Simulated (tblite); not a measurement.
Species: C4H12O2Si3.
Numbering: `[CH3:1][C@@H:2]([SiH3:3])[O:4][Si@H:5]([OH:6])[C:7]#[C:8][SiH3:9]` (hydrogens: H10, H11, H12 on C1; H13 on C2; H14, H15, H16 on Si3; H17 on Si5; H18 on O6; H19, H20, H21 on Si9)

Computed with GFN2-xTB (tblite), gas phase: L-BFGS steps from a force-field or distance-geometry start until the largest atomic force falls under 0.01 eV/Å.

Step 28: E = -762.8174 eV
```
atom  x, y, z in Å  |  force x, y, z in eV/Å
C1     -3.2229   -0.3592   -0.0156    0.018  -0.002   0.007
C2     -1.7592    0.0585   -0.0957    0.014   0.004   0.031
Si3    -1.3112    1.5013    1.0858    0.003  -0.005  -0.010
O4     -0.9673   -1.0627    0.2606   -0.016  -0.015  -0.009
Si5     0.2521   -1.7458   -0.5600   -0.002   0.011   0.011
O6      0.5403   -3.1885    0.1192    0.002   0.022   0.011
C7      1.7312   -0.6194   -0.4629    0.032   0.023  -0.011
C8      2.6593    0.1547   -0.3896   -0.004  -0.013  -0.006
Si9     4.0906    1.3155   -0.2738    0.013   0.002  -0.001
H10    -3.8704    0.4601   -0.3199    0.025  -0.020   0.016
H11    -3.4647   -0.6483    1.0047   -0.041   0.008  -0.012
H12    -3.4014   -1.2172   -0.6629   -0.018   0.019  -0.013
H13    -1.5302    0.3376   -1.1331   -0.006  -0.004   0.014
H14    -1.6838    1.1243    2.4528    0.029  -0.010  -0.047
H15    -2.0889    2.6740    0.6675    0.016  -0.025   0.007
H16     0.1240    1.7622    0.9786   -0.034  -0.015   0.015
H17    -0.0643   -2.0709   -1.9444   -0.009  -0.014  -0.004
H18     0.5999   -3.2906    1.0647   -0.021   0.025   0.000
H19     5.2130    0.7476   -1.0241    0.016  -0.006  -0.013
H20     4.4513    1.4774    1.1375   -0.003   0.000   0.022
H21     3.6936    2.6065   -0.8434   -0.014   0.014  -0.008
```

Step 29: E = -762.8178 eV
```
atom  x, y, z in Å  |  force x, y, z in eV/Å
C1     -3.2225   -0.3595   -0.0154   -0.010  -0.002   0.005
C2     -1.7585    0.0581   -0.0968   -0.018  -0.001   0.044
Si3    -1.3104    1.4998    1.0856    0.003  -0.013  -0.007
O4     -0.9674   -1.0637    0.2593   -0.011  -0.003  -0.022
Si5     0.2528   -1.7457   -0.5611    0.004   0.008   0.031
O6      0.5397   -3.1878    0.1208    0.006   0.030   0.017
C7      1.7320   -0.6192   -0.4644    0.050   0.039  -0.007
C8      2.6606    0.1548   -0.3899   -0.023  -0.027  -0.009
Si9     4.0917    1.3164   -0.2738    0.001  -0.013  -0.004
H10    -3.8710    0.4593   -0.3197    0.035  -0.016   0.020
H11    -3.4662   -0.6487    1.0050   -0.027   0.010  -0.026
H12    -3.4035   -1.2165   -0.6637   -0.006   0.019  -0.004
H13    -1.5330    0.3382   -1.1347    0.010  -0.011   0.015
H14    -1.6831    1.1218    2.4518    0.027  -0.014  -0.039
H15    -2.0859    2.6737    0.6704    0.003  -0.012  -0.002
H16     0.1238    1.7621    0.9795   -0.017  -0.016   0.013
H17    -0.0633   -2.0729   -1.9439   -0.012  -0.016  -0.023
H18     0.5968   -3.2858    1.0671   -0.021   0.021  -0.006
H19     5.2133    0.7481   -1.0243    0.021  -0.006  -0.015
H20     4.4510    1.4777    1.1374    0.001   0.001   0.030
H21     3.6938    2.6067   -0.8432   -0.016   0.022  -0.012
```

Step 30: E = -762.8183 eV
```
atom  x, y, z in Å  |  force x, y, z in eV/Å
C1     -3.2221   -0.3599   -0.0149   -0.035  -0.001   0.001
C2     -1.7581    0.0581   -0.0981   -0.044  -0.012   0.040
Si3    -1.3094    1.4979    1.0853    0.001  -0.017  -0.005
O4     -0.9676   -1.0641    0.2565   -0.005   0.004  -0.024
Si5     0.2540   -1.7454   -0.5622    0.007   0.004   0.031
O6      0.5385   -3.1862    0.1235    0.011   0.033   0.021
C7      1.7334   -0.6186   -0.4665    0.047   0.038  -0.005
C8      2.6622    0.1550   -0.3905   -0.026  -0.027  -0.010
Si9     4.0928    1.3173   -0.2738   -0.006  -0.018  -0.004
H10    -3.8716    0.4579   -0.3190    0.035   0.002   0.019
H11    -3.4676   -0.6489    1.0051   -0.013   0.007  -0.029
H12    -3.4057   -1.2156   -0.6645    0.008   0.013   0.004
H13    -1.5365    0.3394   -1.1364    0.022  -0.016   0.017
H14    -1.6818    1.1175    2.4496    0.021  -0.020  -0.018
H15    -2.0821    2.6736    0.6746   -0.013   0.004  -0.012
H16     0.1235    1.7609    0.9808    0.009  -0.015   0.009
H17    -0.0615   -2.0765   -1.9438   -0.013  -0.015  -0.032
H18     0.5924   -3.2793    1.0705   -0.019   0.015  -0.005
H19     5.2138    0.7484   -1.0248    0.023  -0.004  -0.013
H20     4.4506    1.4781    1.1379    0.003   0.002   0.029
H21     3.6937    2.6073   -0.8431   -0.014   0.022  -0.012
```

Problem. Estimate the geometry and energy of step 31. (The exact step hangs on the optimiser's Hessian estimate; all steps are aligned on step 30, rigid shifts and turns removed.)

Solution. E = -762.8188 eV, largest force 0.058 eV/Å
```
atom  x, y, z in Å  |  force x, y, z in eV/Å
C1     -3.2223   -0.3604   -0.0145   -0.044  -0.001  -0.004
C2     -1.7589    0.0584   -0.0994   -0.051  -0.019   0.020
Si3    -1.3083    1.4957    1.0848   -0.001  -0.013  -0.005
O4     -0.9679   -1.0638    0.2521   -0.002   0.005  -0.014
Si5     0.2555   -1.7448   -0.5633    0.004   0.003   0.011
O6      0.5371   -3.1837    0.1273    0.017   0.030   0.020
C7      1.7351   -0.6179   -0.4689    0.022   0.019  -0.003
C8      2.6639    0.1552   -0.3913   -0.011  -0.013  -0.011
Si9     4.0939    1.3180   -0.2739   -0.003  -0.011  -0.003
H10    -3.8722    0.4565   -0.3177    0.022   0.028   0.012
H11    -3.4687   -0.6490    1.0051   -0.005  -0.002  -0.019
H12    -3.4077   -1.2146   -0.6652    0.015   0.000   0.005
H13    -1.5401    0.3408   -1.1383    0.027  -0.017   0.019
H14    -1.6800    1.1117    2.4468    0.014  -0.026   0.008
H15    -2.0782    2.6739    0.6794   -0.025   0.015  -0.020
H16     0.1235    1.7585    0.9823    0.033  -0.014   0.003
H17    -0.0589   -2.0812   -1.9442   -0.009  -0.009  -0.027
H18     0.5869   -3.2716    1.0748   -0.018   0.008   0.004
H19     5.2146    0.7486   -1.0256    0.020   0.001  -0.008
H20     4.4501    1.4784    1.1387    0.004   0.002   0.019
H21     3.6934    2.6082   -0.8431   -0.009   0.014  -0.008
```

The energy changes by -0.0005 eV. The first-order estimate −F·Δx gives -0.0007 eV and the mean of the old and new forces, exact on a quadratic surface, -0.0005 eV. The step makes an angle of 76° with the force vector and moves no atom by more than 0.010 Å.

The cost below is that of the whole relaxation. The run took 2.0 s on Arm Neoverse V1, one thread, shared host with 32 logical CPUs at a one-minute load of 29.
